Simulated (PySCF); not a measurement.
Hf(Cl)2(OH) (Cl2HHfO), SMILES [OH][Hf]([Cl])[Cl] (connectivity only; charge and spin as stated), neutral, multiplicity 2. Atoms are numbered in the order given.

```xyz
5

Hf     0.0000     0.0000     0.1793
Cl     0.0000     2.0629    -0.9571
Cl     0.0000    -2.0629    -0.9571
O      0.0000     0.0000     2.0754
H      0.0000     0.0000     3.0319
```
Charge 0, spin multiplicity 2.

Coordinates come from a PBE0-D3(BJ)/def2-SVP optimisation. The multiplicity is an assumed one; other spin states were not compared. The isomer is the one that the SMILES or the coordinates give; other isomers of the formula were not compared. The def2 effective core potentials stand for the cores of Hf; spin–orbit coupling is left out. One conformer was computed; it need not be the lowest.

The numbers are results of r2SCAN/def2-TZVPD in PySCF, not measurements.

The molecule is in vacuum.

Computed frontier levels, dipole moment and polarisability:
* **α spin, highest occupied and lowest empty level**: -5.00 and -2.48 eV
* **β spin, highest occupied and lowest empty level**: -8.28 and -2.45 eV
* **dipole moment**: 0.587 e·Å
* **quadrupole, principal values (traceless, Buckingham form, about the centre of nuclear charge)**: -9.97, 0.66, 9.31 D·Å
* **mean static polarisability**: 80.5 bohr³ (11.92 Å³)
* **polarisability, principal values**: 76.2, 79.4, 85.8 bohr³
* **⟨S²⟩**: 0.753 (pure state 0.75)
